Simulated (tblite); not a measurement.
Compound: C₅H₆NO₂ (doublet state).
Numbering: `[H]/[C:1]=[CH:2]\[O:3]/[CH:4]=[CH:5]\[NH:6][CH:7]=[O:8]` (hydrogens: H9 on C1; H10 on C2; H11 on C4; H12 on C5; H13 on N6; H14 on C7)

The geometry is computed with GFN2-xTB (gas phase). This method treats the open shell by occupation alone, without spin polarisation.

(1) What internal coordinates does the optimisation give?

Results:

(1) 
| bond | length (bohr) | order |
| --- | --- | --- |
| C1=C2 | 2.443 | double |
| C2–O3 | 2.609 | single |
| O3–C4 | 2.587 | single |
| C4=C5 | 2.516 | double |
| C5–N6 | 2.626 | single |
| N6–C7 | 2.560 | single |
| C7=O8 | 2.275 | double |
| C1–H9 | 2.002 | single |
| C2–H10 | 2.053 | single |
| C4–H11 | 2.039 | single |
| C5–H12 | 2.035 | single |
| N6–H13 | 1.908 | single |
| C7–H14 | 2.089 | single |

Orders are formal, as drawn. A selection of angles:
| angle | degrees |
| --- | --- |
| C1–C2–O3 | 130.4 |
| C2–O3–C4 | 118.7 |
| O3–C4–C5 | 121.1 |
| C4–C5–N6 | 123.2 |
| C5–N6–C7 | 123.1 |
| N6–C7–O8 | 125.3 |
| H13–N6–C5 | 116.2 |
| H13–N6–C7 | 120.7 |

Torsions: C1–C2–O3–C4 -5° (synperiplanar); C2–O3–C4–C5 168° (antiperiplanar); O3–C4–C5–N6 -2° (synperiplanar); C4–C5–N6–C7 179° (antiperiplanar); C5–N6–C7–O8 0° (synperiplanar). The mirror-image conformer, all signs reversed, is as good.

The 2 C–C bonds span 1.293 Å (C1=C2, drawn double) to 1.331 Å (C4=C5, drawn double), a spread of 0.038 Å. C7 (carbon bonded to N, O and H) is planar (angles 125.3°, 123.0° and 111.7°, sum 360.0°, 0.00 Å off the plane of its three neighbours). N6 (nitrogen bonded to 2 C and H) is planar (angles 123.1°, 120.7° and 116.2°, sum 360.0°, 0.00 Å off the plane of its three neighbours). C2 (carbon bonded to C, O and H) is planar (angles 130.4°, 121.7° and 107.9°, sum 360.0°, 0.01 Å off the plane of its three neighbours). Of the pairs four or more bonds apart, C1···H11 is among the closest relative to their van der Waals radii: 2.56 Å, 88 % of the sum of Bondi's values. C4 (carbon bonded to C, O and H) is planar (angles 122.0°, 121.1° and 116.9°, sum 360.0°, 0.01 Å off the plane of its three neighbours). The 3 C–O bonds span 1.204 Å (C7=O8, drawn double) to 1.381 Å (C2–O3, drawn single), a spread of 0.177 Å.

Point group: C1 (no symmetry element, even within 0.4 Å). Its GFN2-xTB frequencies are all real (lowest 24 cm⁻¹). 3 starts were optimised and ended at 0.00, 1.00 and 1.27 kcal/mol (GFN2-xTB); the lowest of these is shown.
